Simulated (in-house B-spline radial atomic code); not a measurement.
# RPA and G0W0 on BHandHLYP: Ge V (Ge4+)

Configuration [Ar] 3d10, mean-field start BHandHLYP. Computed with a B-spline radial code for spherical atoms: all electrons, non-relativistic, point nucleus, each spin shell either full or empty, empty states to l = 9 with an (l + 1/2)⁻⁴ tail; G0W0 by contour deformation at full frequency.

Command:
```bash
python run_gw.py task.json out
```
Settings (radii: box in bohr, nucleus in fm):
```
Z                        32
electrons                28
configuration            [Ar] 3d10
hamiltonian              nr
method                   bhandhlyp
lmax                     9
spin_polarised           False
box_radius               11.96
intervals                50
```

Time taken, with all properties: 1.9 s on 1 thread of Arm Neoverse N1, with other jobs on the host.

Energies (hartree):

```
                                     term        value
                         mean-field total  -2073.18513
Hartree-Fock functional on these orbitals  -2071.74051
                      direct second order      -2.3344
                    second-order exchange      0.67728
                         SOSEX correction       0.6253
```

Problem. What is the RPA correlation energy, and what remains with SOSEX?

Solution. RPA gives -2.03 hartree (-1.97 eV per electron); RPA + SOSEX gives -1.4047, and the second-order doubles -1.6572 hartree (no singles). RPA lacks exchange-type terms and so overcorrelates at short range.

Quasi-particle levels (eV):

| level | occupied | mean field | Σx - vxc | Σc | QP weight | G0W0 |
| --- | --- | --- | --- | --- | --- | --- |
| 3d | yes | -86.37 | -7.19 | ? | ? | ? |
| 4s | no | -48.58 | 4.64 | -1.20 | 0.991 | -45.14 |

G0W0 = mean field + (Σx - vxc) + Σc, with Σc (partial-wave tail included) taken at the quasi-particle energy. Only the outer levels were computed. Levels of low weight are left out.

Problem. Where does G0W0 put 3d?

Solution. At -91.63 eV, with Σc = 1.93 eV and a quasi-particle weight of 0.956. The tabulated removal energy is 90.5 ± 0.019 eV (NIST, measured); the calculation leaves out relativity, Breit and QED terms, and what these don't explain is the method's own error.
